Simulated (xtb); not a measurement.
C₂BrCl₃, SMILES C(Cl)(=C(Cl)Cl)Br. All values are semi-empirical tight-binding results from xtb (GFN2-xTB unless named), good for trends rather than for accurate numbers. Geometry optimised at GFN2-xTB.

Optimised geometry:

Bonded distances (Å): Cl1–C2 1.711, C2–Cl3 1.714, C2–C4 1.338, C4–Cl5 1.712, C4–Br6 1.882. Angles (°): Cl1–C2–Cl3 115.9, Cl1–C2–C4 122.5, Cl3–C2–C4 121.6, C2–C4–Cl5 122.5, C2–C4–Br6 121.1, Cl5–C4–Br6 116.4.
Charge 0, spin multiplicity 1.

Computed properties:
point group as xtb finds it: Cs
orbital gap: 3.61 eV
zero-point energy: 8.4 kcal/mol
G − E(el) at 298.15 K (modified RRHO): -13.1 kcal/mol
static polarisability (D4 model): 84.7 bohr³
solvation energy, GFN2-xTB/ALPB(water): -0.1 kcal/mol
solvation energy, GFN2-xTB/ALPB(dmf): -6.1 kcal/mol

Problem. Give the atomic charges and the Wiberg bond orders between heavy atoms. (The exact figures need the calculation; the answer reports its results.)

Solution. charges (e) Cl1 -0.06, C2 0.14, Cl3 -0.07, C4 0.12, Cl5 -0.07, Br6 -0.06. Bond orders Cl1–C2 1.03, C2–Cl3 1.02, C2–C4 1.69, C4–Cl5 1.03, C4–Br6 1.01.
